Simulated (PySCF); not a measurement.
C₄F₈.
SMILES with atom numbers: `[F:1][C:2]([F:3])=[C:4]([F:5])[C:6]([F:7])([F:8])[C:9]([F:10])([F:11])[F:12]`

Cartesian coordinates in Å at the PBE0-D3(BJ)/def2-SVP level; atoms count from 1:
```xyz
12
C4F8 angstrom
F     -3.045   -0.490   -0.612
C     -2.014    0.032   -0.016
F     -2.304    1.142    0.594
C     -0.807   -0.539   -0.053
F     -0.653   -1.674   -0.727
C      0.445   -0.039    0.599
F      0.929   -0.978    1.433
F      0.199    1.075    1.299
C      1.567    0.290   -0.413
F      2.609    0.804    0.220
F      1.949   -0.801   -1.058
F      1.121    1.177   -1.295
```

Computed with TDDFT PBE0/def2-SVPD, vertical, gas phase, core orbitals frozen in the response (PySCF).

Computed states:

| state | E (eV) | f |
| --- | --- | --- |
| S1 | 6.83 | 0.0040 |
| S2 | 7.39 | 0.347 |
| S3 | 7.56 | 0.085 |
| S4 | 8.62 | 0.0055 |
| S5 | 8.75 | 0.0032 |
| S6 | 9.16 | 0.019 |

Broadening: Gaussians 0.25 eV wide at half height, area fixed by f = 4.319×10⁻⁹ ∫ε dν̃. The width is an assumption, not a result. The curve ends short of the highest state used, and states not computed would add to its high-energy end.

(1) Give the broadened spectrum and its maxima.

(2) Coming from long wavelengths, where does ε first pass 100 L mol⁻¹ cm⁻¹?

## Answers

(1) 
```tsv
λ (nm)	ε (L mol⁻¹ cm⁻¹)
144.8	577
146.9	142
148.9	13
151.0	0
153.1	0
155.1	2
157.2	86
159.2	986
161.3	5313
163.3	14534
165.4	29566
167.4	39887
169.5	30323
171.5	12546
173.6	2632
175.7	341
177.7	187
179.8	358
181.8	432
183.9	309
185.9	139
188.0	38
190.0	7
192.1	1
```

Maxima: 182 nm (6.83 eV), ε about 430, made up of S1 (100%); 168 nm (7.40 eV), ε about 40000, made up of S2 (93%) (ε in L mol⁻¹ cm⁻¹; maxima over ε = 5, shares over 10%). At its high-energy end, 8.56 eV, the curve is still rising (ε about 570, from S4 and S5).

(2) At about 186 nm (6.65 eV), 0.18 eV below S1.

Cost: about 2.9 min of CPU time on one thread; the machine was shared, so the figure is rough.

One conformer stands for the species.
